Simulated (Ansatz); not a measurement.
Reaction (formal hydrolysis of a C–C bond): `C[Se]CC=N` + H₂O → `C[Se]CO` + `C=N`

Isolated molecules relaxed with PBE0-D4/def2-TZVP in Ansatz; ΔE leaves out vibrations. CCSD(T)/CBS is the MP2 limit (def2-TZVPP, def2-QZVPP) plus CCSD(T) − MP2 in def2-TZVPP, frozen cores. This one scheme is used for every species. DFT in def2-TZVPP. B3LYP here is the variant with VWN-RPA as its local correlation; programs differ in this. For Se outer-core shells are correlated without core-valence functions, which leaves a few kJ/mol of doubt a bond. Scalar relativity is left out up to krypton. Each species was taken in one conformer, which may not be the lowest.

```csv
level,ΔE (kJ/mol),difference from CCSD(T)/CBS
PBE-D4,63.4,-8.9
r2SCAN-D4,63.7,-8.6
PBE0-D4,67.4,-4.9
B3LYP-D4,60.7,-11.6
ωB97X-V,61.6,-10.7
ωB97M-V,64.4,-7.9
B2PLYP,60.5,-11.8
PBE,58.0,-14.3
r2SCAN,62.2,-10.1
PBE0,62.5,-9.8
B3LYP,52.0,-20.3
HF/def2-TZVPP,49.4,-22.9
MP2/def2-TZVPP,77.5,5.2
SCS-MP2/def2-TZVPP,68.3,-4.0
CCSD/def2-TZVPP,65.8,-6.5
CCSD(T)/def2-TZVPP,67.9,-4.4
HF/def2-QZVPP,49.8,-22.5
MP2/def2-QZVPP,80.1,7.8
SCS-MP2/def2-QZVPP,71.0,-1.3
HF/CBS(def2),49.8,-22.5
MP2/CBS(def2),81.9,9.6
CCSD/CBS(def2),70.2,-2.1
CCSD(T)/CBS,72.3,0
```

Largest T1 diagnostic among the species: 0.012.

The D4 term adds +8.6 kJ/mol with B3LYP and +4.8 kJ/mol with PBE0; it sums over pairs of atoms, weighted by their polarisabilities, and B3LYP, whose exchange is more repulsive, gets the larger term. In def2-TZVPP, CCSD(T) changes the Hartree–Fock value by +18.5 kJ/mol (the triples alone add +2.1 kJ/mol) and MP2 by +28.1 kJ/mol. From PBE to PBE0 (25 % exact exchange), in def2-TZVPP and without D4, ΔE moves by +4.6 kJ/mol.
